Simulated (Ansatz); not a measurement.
Consider the formal exchange of groups at a C–Al bond: `[OH][Al]([SH])[CH2]F` + `C=CC=S` → `C=C(C=S)CF` + `[OH][AlH][SH]`.

Calculated with Ansatz (gas phase, PBE0-D4/def2-TZVP geometries, no zero-point term in ΔE). CBS: MP2 limit from def2 TZ/QZ plus the TZ coupled-cluster correction, frozen cores. Functionals use def2-TZVPP. Each species was taken in one conformer, which may not be the lowest.

```csv
species,PBE energy (Eh)
`[OH][Al]([SH])[CH2]F`,-855.87438
`C=CC=S`,-514.60127
`C=C(C=S)CF`,-653.06745
`[OH][AlH][SH]`,-717.40917
```

Work out ΔE.

ΔE = (-653.06745) + (-717.40917) − (-855.87438) − (-514.60127) = -0.00097 Eh = -0.03 eV. CCSD(T)/CBS gives -0.09 eV.

Largest T1 diagnostic among the species: 0.016.

The D4 term adds −0.05 eV with B3LYP and −0.02 eV with PBE0; it sums over pairs of atoms, weighted by their polarisabilities, and B3LYP, whose exchange is more repulsive, gets the larger term. From PBE to PBE0 (25 % exact exchange), in def2-TZVPP and without D4, ΔE moves by −0.04 eV.

B3LYP here is the variant with VWN-RPA as its local correlation; programs differ in this.
